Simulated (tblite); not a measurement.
C5H6SSi.
Numbering: `[CH3:1][C:2]#[C:3][C:4]1=[CH:5][SiH2:6][S:7]1` (hydrogens: H8, H9, H10 on C1; H11 on C5; H12, H13 on Si6)

Computed with GFN2-xTB (tblite), gas phase: L-BFGS steps from a force-field or distance-geometry start until the largest atomic force falls under 0.01 eV/Å.

Step 33: E = -507.7238 eV
```
atom  x, y, z in Å  |  force x, y, z in eV/Å
C1     -3.2773   -0.0383    0.0613   -0.003  -0.005   0.000
C2     -1.8372   -0.0464    0.0050   -0.006   0.011   0.014
C3     -0.6315   -0.0357    0.0017   -0.001  -0.007  -0.005
C4      0.7611   -0.0441   -0.0516    0.002   0.008  -0.001
C5      1.6670    0.3169    0.8876    0.001  -0.003   0.006
Si6     3.2302   -0.0284   -0.0684   -0.011   0.008   0.020
S7      1.6413   -0.5811   -1.5087    0.006   0.000   0.004
H8     -3.6776    0.5573   -0.7591    0.001   0.000   0.000
H9     -3.6558   -1.0565   -0.0267   -0.005  -0.007  -0.006
H10    -3.6123    0.3851    1.0082   -0.013   0.004  -0.005
H11     1.4138    0.6822    1.8687    0.011  -0.002  -0.004
H12     3.9774    1.1060   -0.5895    0.010  -0.029  -0.005
H13     3.9965   -1.2165    0.2751    0.009   0.021  -0.019
```

Step 34: E = -507.7239 eV
```
atom  x, y, z in Å  |  force x, y, z in eV/Å
C1     -3.2774   -0.0386    0.0604    0.002  -0.004   0.000
C2     -1.8373   -0.0460    0.0064   -0.003   0.010   0.012
C3     -0.6316   -0.0349    0.0042    0.000  -0.005  -0.004
C4      0.7610   -0.0433   -0.0495    0.007   0.007  -0.002
C5      1.6684    0.3172    0.8887   -0.007   0.000   0.013
Si6     3.2306   -0.0286   -0.0689   -0.035   0.009   0.022
S7      1.6395   -0.5806   -1.5072    0.009  -0.001  -0.002
H8     -3.6771    0.5565   -0.7603    0.000   0.006  -0.008
H9     -3.6554   -1.0567   -0.0283   -0.007  -0.016  -0.005
H10    -3.6139    0.3846    1.0065   -0.017   0.007   0.006
H11     1.4154    0.6828    1.8699    0.016  -0.003  -0.008
H12     3.9771    1.1047   -0.5911    0.018  -0.016  -0.010
H13     3.9963   -1.2166    0.2728    0.017   0.008  -0.015
```

Step 35: E = -507.7240 eV
```
atom  x, y, z in Å  |  force x, y, z in eV/Å
C1     -3.2778   -0.0393    0.0592    0.005  -0.003   0.000
C2     -1.8375   -0.0451    0.0087    0.001   0.007   0.007
C3     -0.6318   -0.0337    0.0078    0.000  -0.002  -0.001
C4      0.7609   -0.0418   -0.0463    0.009   0.002  -0.004
C5      1.6702    0.3177    0.8904   -0.018   0.003   0.017
Si6     3.2308   -0.0288   -0.0694   -0.052   0.008   0.020
S7      1.6369   -0.5800   -1.5050    0.011  -0.003  -0.008
H8     -3.6762    0.5554   -0.7621    0.000   0.012  -0.015
H9     -3.6550   -1.0573   -0.0308   -0.005  -0.022  -0.003
H10    -3.6167    0.3840    1.0041   -0.021   0.008   0.014
H11     1.4183    0.6836    1.8717    0.019  -0.003  -0.004
H12     3.9771    1.1024   -0.5937    0.026   0.000  -0.015
H13     3.9964   -1.2165    0.2692    0.026  -0.008  -0.008
```

Step 36: E = -507.7242 eV
```
atom  x, y, z in Å  |  force x, y, z in eV/Å
C1     -3.2785   -0.0402    0.0572    0.006   0.001   0.001
C2     -1.8379   -0.0437    0.0124    0.004   0.002   0.000
C3     -0.6321   -0.0319    0.0136   -0.002   0.002   0.002
C4      0.7608   -0.0396   -0.0414    0.004  -0.005  -0.008
C5      1.6728    0.3184    0.8931   -0.030   0.006   0.016
Si6     3.2304   -0.0290   -0.0701   -0.052   0.006   0.013
S7      1.6329   -0.5791   -1.5019    0.010  -0.003  -0.014
H8     -3.6751    0.5538   -0.7654    0.004   0.014  -0.018
H9     -3.6546   -1.0586   -0.0348    0.000  -0.020   0.002
H10    -3.6216    0.3831    1.0005   -0.023   0.005   0.018
H11     1.4234    0.6848    1.8746    0.018   0.001   0.007
H12     3.9778    1.0990   -0.5978    0.030   0.015  -0.019
H13     3.9972   -1.2165    0.2636    0.031  -0.023   0.000
```

Q: Estimate the geometry and energy of step 37. (The exact step hangs on the optimiser's Hessian estimate; all steps are aligned on step 36, rigid shifts and turns removed.)

A: E = -507.7245 eV, largest force 0.037 eV/Å
```
atom  x, y, z in Å  |  force x, y, z in eV/Å
C1     -3.2794   -0.0413    0.0550    0.002   0.005   0.003
C2     -1.8384   -0.0420    0.0168    0.003  -0.003  -0.007
C3     -0.6325   -0.0296    0.0205   -0.005   0.005   0.003
C4      0.7605   -0.0372   -0.0358   -0.005  -0.012  -0.011
C5      1.6755    0.3194    0.8965   -0.035   0.007   0.008
Si6     3.2294   -0.0294   -0.0710   -0.028   0.002   0.004
S7      1.6282   -0.5781   -1.4985    0.006  -0.002  -0.015
H8     -3.6737    0.5521   -0.7695    0.011   0.011  -0.013
H9     -3.6541   -1.0604   -0.0395    0.008  -0.009   0.008
H10    -3.6279    0.3821    0.9966   -0.021  -0.003   0.013
H11     1.4300    0.6863    1.8782    0.013   0.005   0.020
H12     3.9792    1.0953   -0.6027    0.025   0.020  -0.017
H13     3.9987   -1.2167    0.2572    0.027  -0.025   0.004
```

The energy changes by -0.0002 eV. The first-order estimate −F·Δx gives -0.0003 eV and the mean of the old and new forces, exact on a quadratic surface, -0.0002 eV. The step makes an angle of 81° with the force vector and moves no atom by more than 0.008 Å.

The cost below is that of the whole relaxation. Hardware: an Arm Neoverse N1 with one thread, shared host with 64 logical CPUs at a one-minute load of 62. Cost: 0.47 s.
